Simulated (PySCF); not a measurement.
**Exercise with solution: dipole moment from atomic charges**

Ge(H)3(PH2) (GeH₅P), SMILES [PH2][GeH3]. Atoms are numbered in the order given.

```xyz
7

Ge    -0.7397    -0.0032     0.0000
P      1.5975     0.1190     0.0000
H     -1.2564     0.7260     1.2523
H     -1.2564     0.7260    -1.2523
H     -1.2740    -1.4468     0.0000
H      1.7472    -0.8434     1.0323
H      1.7472    -0.8434    -1.0323
```
Charge 0, spin multiplicity 1.

Coordinates come from a B3LYP-D3(BJ)/def2-TZVP optimisation.

Charges (e) from ωB97X/def2-TZVPD (PySCF):

```csv
atom,ESP fit,IAO
Ge1,0.198,0.364
P2,-0.247,-0.061
H3,-0.032,-0.089
H4,-0.032,-0.089
H5,-0.064,-0.095
H6,0.088,-0.015
H7,0.088,-0.015
```

The dipole moment of the full density is 0.74 D.

Task: What dipole moment does each set of point charges give, and which comes closer to that of the density?

Result: 
μ = Σ q r, and 1 e Å = 4.8032 D.
ESP fit: Σ q r = (-0.072, -0.132, 0.000) e Å, |μ| = 0.72 D.
IAO: Σ q r = (-0.074, 0.025, 0.000) e Å, |μ| = 0.38 D.
ESP fit comes closer in size. Point charges leave out the atoms' own dipoles (lone pairs, polarised bonds); fits to the potential absorb them, partitions of the density don't.
